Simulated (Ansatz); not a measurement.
`[SiH3]N[SiH2][GaH2]` → `N[SiH2][GaH2]` + `[SiH2]` at 400 K and 1 bar (silylene loss).

Isolated molecules relaxed with PBE0-D4/def2-TZVP in Ansatz; ΔE leaves out vibrations. CCSD(T)/CBS adds triple-zeta CCSD(T) − MP2 to the extrapolated MP2 energy (def2 sets, frozen cores). This one scheme is used for every species. For Ga outer-core shells are correlated without core-valence functions, which leaves a few kJ/mol of doubt a bond. Scalar relativity is left out up to krypton. Each species was taken in one conformer, which may not be the lowest.

```
              species  CCSD(T)/CBS energy (Eh)  H − E (kJ/mol)  S (J/(mol·K))
`[SiH3]N[SiH2][GaH2]`              -2561.63827           228.8          428.2
      `N[SiH2][GaH2]`              -2271.33200           178.4          370.7
             `[SiH2]`               -290.19011            44.2          218.1
```

H − E and S are ideal-gas, rigid-rotor, harmonic terms from PBE0-D4/def2-TZVP, for one conformer and one mirror image of each species. 1 Eh = 2625.50 kJ/mol, R = 8.31446 J/(mol·K).

By hand: ΔE, ΔH, ΔS and ΔG.

ΔE = (-2271.33200) + (-290.19011) − (-2561.63827) = 0.11616 Eh = 305.0 kJ/mol. Δ(H − E) = 178.4 + 44.2 − 228.8 = -6.2, so ΔH = 298.8 kJ/mol. ΔS = 370.7 + 218.1 − 428.2 = 160.6 J/(mol·K). ΔG = 298.8 − 400 × (160.6)/1000 = 234.6 kJ/mol.

By hand: the equilibrium constant, and the temperature at which ΔG would vanish if ΔH and ΔS stayed fixed.

log₁₀ K = −ΔG/(RT ln 10) = -30.6. ΔG = 0 at ΔH/ΔS = 1861 K.

The number of gas molecules changes by +1, which sets the sign of ΔS. A doubt of 5 kJ/mol in ΔE shifts log₁₀ K by 0.7 here. Other conformers and mirror images would add mixing entropy, several J/(mol·K) or more a flexible species. Modes under 60 cm⁻¹, often nearly free rotors, make the harmonic entropy too high. These are equilibria of isolated gas molecules and say nothing of rates. Largest T1 diagnostic: 0.014 (customary marks: 0.02 for closed shells, 0.045 for open ones).
